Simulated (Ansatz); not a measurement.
`[NH2][SnH2][NH2]`, one more setting.

```yaml
crystal:
  periodic: [false, false, false]
  atoms:
    - {symbol: N, position_ang: [-2.420867, 0.445093, -2.741806]}
    - {symbol: Sn, position_ang: [1.294683, 0.649837, -0.307170]}
    - {symbol: N, position_ang: [0.122733, -1.681841, 3.293852]}
    - {symbol: H, position_ang: [-2.199349, 1.174145, -4.832220]}
    - {symbol: H, position_ang: [-4.151988, 1.498237, -1.821129]}
    - {symbol: H, position_ang: [2.276250, 4.050061, 0.996269]}
    - {symbol: H, position_ang: [3.983456, -0.846632, -2.488101]}
    - {symbol: H, position_ang: [-0.271177, -3.832032, 2.875077]}
    - {symbol: H, position_ang: [1.560962, -1.558727, 4.987167]}
basis:
  gaussian: {orbitals: def2-TZVPP, fitting: {mean_field: cc-pVTZ-jkfit}}
magnetization: {spin_polarized: true, initial_magnetization: 0}
hamiltonian: {xc: {name: B97}}
```

```sh
$ ansatz run in.yaml --threads 4 --pin off --events-out ev --progress --plain --max-ram 10444MiB
```

It prints (some lines left out):

```
Functional definition: B97
Error: <dir> the basis set cc-pVTZ-JKFIT has no functions for Sn
```
